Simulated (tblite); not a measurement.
Compound: C5H7N2S (doublet state).
Cartesian coordinates in Å at the GFN2-xTB level; atoms count from 1:
```xyz
15
C5H7N2S angstrom
C      2.287   -0.707   -0.175
N      0.992   -0.769   -0.176
C      0.403    0.363    0.106
C     -1.027    0.606    0.174
C     -1.945   -0.070   -0.820
C     -1.949   -0.508    0.606
S      1.583    1.690    0.369
N      2.820    0.567    0.001
H      2.929   -1.549   -0.329
H     -1.280    1.614    0.479
H     -2.784    0.495   -1.197
H     -1.483   -0.724   -1.542
H     -1.490   -1.456    0.839
H     -2.791   -0.251    1.230
H      3.730    0.707    0.413
```

Level: GFN2-xTB in tblite, geometry and Hessian alike; calculated harmonic values, unscaled, isolated species. Against measured fundamentals such values can be off by several per cent, at times by over 20. One conformer, not necessarily the lowest. Open shells enter through the occupations alone, without spin polarisation, and single modes of such species can be off by tens of per cent.

Harmonic wavenumbers (cm⁻¹): 41.6, 118.9, 154.5, 262.1, 316.0, 403.8, 415.4, 513.8, 540.0, 594.1, 660.6, 708.5, 804.9, 825.6, 850.2, 917.7, 935.0, 1031.4, 1050.0, 1061.0, 1062.8, 1065.8, 1082.9, 1154.5, 1166.4, 1196.9, 1247.9, 1351.3, 1418.3, 1465.6, 1471.9, 1478.5, 3057.1, 3088.5, 3090.3, 3108.3, 3124.0, 3171.7, 3411.0.

A = 4121, B = 1241, C = 1031 MHz; mass 127.033 u (most abundant isotopes); point group C1, symmetry number 1; spin multiplicity 2.

**Question.** What is the zero-point energy?

**Answer.** Half the sum of the wavenumbers: 24709 cm⁻¹ = 295.59 kJ/mol.

**Question.** Give the ideal-gas entropy at 350 K and 1 bar in the rigid-rotor, harmonic-oscillator model (classical rotation).

**Answer.** Translation 172.61, rotation 121.25, vibration 98.94, spin (R ln 2) 5.76: S = 398.6 J/(mol K).

**Question.** And Cp and H(350 K) − H(0)?

**Answer.** Cp = 149.73 J/(mol K), of which vibrations give 116.48 (their classical limit is 39 R = 324.3); H(350 K) − H(0) = 30.47 kJ/mol without the zero-point energy, 18.83 from vibrations.

**Question.** Blend soft modes into free rotors: weight 1/[1 + (100 cm⁻¹/ν̃)⁴] for the oscillator and the rest for a rotor with moment μB/(μ + B), μ = h/(8π²ν), B = 10⁻⁴⁴ kg m². What vibrational entropy results?

**Answer.** 91.40 J/(mol K) in place of 98.94, which changes −T·S at 350 K by +2.64 kJ/mol.

**Question.** How do the functions run with temperature in this model?

**Answer.** 
```csv
T (K),S (J/(mol K)),Cp (J/(mol K)),H − H(0) (kJ/mol),G − H(0) (kJ/mol),ln q(vib)
150,307.9,75.9,8.03,-38.16,1.95
250,354.8,111.9,17.37,-71.34,3.63
298.15,376.1,130.4,23.20,-88.94,4.48
400,419.7,167.0,38.39,-129.49,6.36
600,498.2,219.7,77.48,-221.45,10.20
900,596.9,265.8,150.99,-386.26,15.80
```

q(vib) and H(0) count from the zero-point level.

**Question.** Which modes carry the vibrational entropy at 350 K?

**Answer.** 41.6 cm⁻¹: 23.01; 118.9 cm⁻¹: 14.35; 154.5 cm⁻¹: 12.23; 262.1 cm⁻¹: 8.09; 316.0 cm⁻¹: 6.70; 403.8 cm⁻¹: 4.99 J/(mol K); the other 33 give 29.57 together.

Hindered rotation and anharmonicity are outside this model. Other conformers, if any are populated, would add a mixing term that is left out. The structure is chiral; the term R ln 2 for an equal mix with its mirror image is left out.
